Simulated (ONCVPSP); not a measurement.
**What one change does to a pseudopotential (rhenium (Re), ONCV)**

ONCVPSP 4.0.1 input, shortened (lines: element, Z, core and valence counts, functional; n l f; lmax; l rc ep ncon nbas qcut; lloc lpopt rc5 dvloc0; l nproj debl; icmod fcfact rcfact), LDA (Perdew-Wang 92), scalar-relativistic:

```
  Re 75.00   10    4  -001012      upf
    1    0    2.00
    2    0    2.00
    2    1    6.00
    3    0    2.00
    3    1    6.00
    3    2   10.00
    4    0    2.00
    4    1    6.00
    4    2   10.00
    4    3   14.00
    5    0    2.00
    5    1    6.00
    5    2    5.00
    6    0    2.00
    2
    0    1.60    0.00    3    6    8.10
    1    1.35    0.00    4    8    6.20
    2    1.95    0.00    3    7    7.00
    4    5    1.20    6.00
    0    2    0.70
    1    3    3.30
    2    2    2.10
    3    3.25    1.20
```

Change: non-relativistic.

Cutoffs: the cutoffs (Ha) at which the residual kinetic energy of the hardest occupied pseudo-wave falls to 1 and 0.1 mHa per electron; they do not see the model core or the augmentation charge, which bear on the density cutoff. Errors are all-electron minus pseudo energies relative to the spin-unpolarised reference configuration.

How do hardness, ghosts and transferability respond?

The potential gets neither clearly harder nor softer (66 Ha and 112 Ha → 67 Ha and 111 Ha); of the 4 tests that both files solve, the error grows in 0 and shrinks in 4 by more than 15 % and 0.3 meV (median size 5.7 → 0.3 meV); neither file shows a bound ghost.

```csv
quantity,base,changed
"cutoff, loose",66 Ha,67 Ha
"cutoff, tight",112 Ha,111 Ha
loose cutoff by channel,"s 23 Ha, p 66 Ha, d 16 Ha","s 23 Ha, p 67 Ha, d 16 Ha"
bound ghosts,none,none
GHOST(+) flags under 300 eV,s at 261.1 eV,s at 245.6 eV
"error for 5s2 5p6 5d5 6s1, meV [ΔE 9.51 → 8.14 eV]",-3.1,+0.1
"error for 5s2 5p6 5d5 6s0, meV [ΔE 26.18 → 22.80 eV]",-8.4,+0.6
"error for 5s2 5p6 5d4 6s0, meV [ΔE 53.63 → 51.02 eV]",-14,-0.5
"error for 5s2 5p6 5d5.5 6s1.5, meV [ΔE 0.39 → -0.81 eV]",-2.2,-0.1
s: phases at 1.62 bohr within 0.05 rad from the reference energy up to (Ha; the scan ends near 5),to the end of the scan,to the end of the scan
p: phases at 1.37 bohr within 0.05 rad from the reference energy up to (Ha; the scan ends near 5),to the end of the scan,to the end of the scan
d: phases at 1.97 bohr within 0.05 rad from the reference energy up to (Ha; the scan ends near 5),to the end of the scan,to the end of the scan
"rms error of d²Exc/dni dnj with the model core, mHa",3.44,2.88
```
